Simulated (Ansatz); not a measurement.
A made-up structure of H₂TeS₂, closed shell:

```
atom    x (Å)    y (Å)    z (Å)
  S1  -0.3381   1.1405   0.6179
 Te2  -1.5370   0.1673  -1.1879
  S3   1.8910   0.4170   0.2273
  H4  -1.9156  -1.2946  -0.4291
  H5   1.8223  -0.7291   0.9269
```

It is relaxed with PBE-D4/def2-SVP and then PBE0-D4/def2-TZVP (Ansatz 0.2.0). Atoms count as bonded within 1.22 times the sum of their covalent radii (H–H: 0.88 Å). The end point is not checked to be a true minimum.

(1) Does its bonding change? (A judgement: the text doesn't fix the answer.)

## Answers

(1) Computed: No: no bond forms or breaks.

Where it ends: The first stage lowers the energy by 0.32 eV in 8 steps. It ends as H₂TeS₂ ([SH][S][TeH]):
S1  (-0.173, 1.045, 0.582)
Te2  (-1.531, 0.169, -1.175)
S3  (1.762, 0.467, 0.250)
H4  (-1.863, -1.270, -0.407)
H5  (1.728, -0.710, 0.905)
(Å)

Labels in which every atom is bracketed show which atoms are joined, not bond orders.

For scale, one of the runs: PBE0-D4/def2-TZVP relaxation, 136 basis functions, launched by `ansatz run in.yaml --threads 2 --pin off --events-out ev --progress --plain --max-ram 4352MiB`. Hardware: 2 CPU threads of an Arm Neoverse V2, shared host. Wall time about 23 s.
